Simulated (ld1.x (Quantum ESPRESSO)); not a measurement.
## sulfur, TM: configuration errors across variants

```json
{"Element": "sulfur (S)", "Generator": "ld1.x (Quantum ESPRESSO) 7.5", "Type": "norm-conserving Troullier–Martins (Kleinman–Bylander form)", "Functional": "revPBE", "Relativity": "non-relativistic", "Frozen core": "[Ne]", "Valence charge": "6", "Reference configuration": "3s2 3p3 (charge +1)", "Partial waves": "3p (bound): rc 1.20 bohr; 3d channel at -0.1 Ry: rc 1.20 bohr; 3s (bound): rc 1.25 bohr", "Local potential": "the s channel", "Core correction": "Bessel-smoothed model core, default radius (core density twice the valence density)"}
```

All-electron excitation energies from the reference (eV): (1) 3s2 3p4 -11.756; (2) 3s2 3p2 22.274; (3) 3s2 3p1 56.297; (4) 3s1 3p5 -1.568; (5) 3s2 3p4.3 -13.459; (6) 3s0 3p6 8.730; (7) 3s1 3p4 10.749.

The default core radius of the base comes out at 0.88 bohr.

3 further variants failed, have other tests or another functional or relativity, and are left out.

Errors AE − PS in meV (a dash: test not solved or not reliable):

```csv
change,(1),(2),(3),(4),(5),(6),(7),bound ghosts
base,+4.2,+9.1,+46,+2.6,+6.1,+2.9,+1.1,none
wave 3d channel at -0.1 Ry: rc 1.20 bohr becomes 3d channel at -0.1 Ry: rc 0.80 bohr,+4.2,+9.1,+46,+2.6,+6.1,+2.9,+1.1,none
wave 3d channel at -0.1 Ry: rc 1.20 bohr becomes 3d channel at 0.87 Ry: rc 1.20 bohr,+4.2,+9.1,+46,+2.6,+6.1,+2.9,+1.1,none
```

Problem. Give the same row for: core correction Bessel-smoothed model core inside 1.32 bohr.

Solution. +3.6, +7.1, +34, +2.9, +5.3, +4.0, +1.0; bound ghosts: none.
